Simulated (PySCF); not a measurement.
## Electron correlation in Sn⁺ (tin, charge +1)

[Kr] 4d10 5s1 5p1 6s1, high-spin 4P determinant (an excited configuration). All numbers are calculated (PySCF 2.14, scalar relativity by spin-free X2C-1e, in aug-cc-pVTZ-DK3 (8s7p5d2f, 68 functions)). Frozen: [Kr] 4d10; 3 electrons correlated.

MP2 pair energies summed by pair of shells (mhartree):

| pair | energy | share (%) |
| --- | --- | --- |
| 5p-6s | -2.74 | 38.4 |
| 5s-6s | -2.27 | 31.7 |
| 5s-5p | -2.14 | 29.9 |

Total MP2 correlation energy: -7.15 mhartree.

Same-spin part -7.15 and opposite-spin part 0.00 mhartree; SCS-MP2 scales them by 1/3 and 6/5 to -2.38 mhartree.
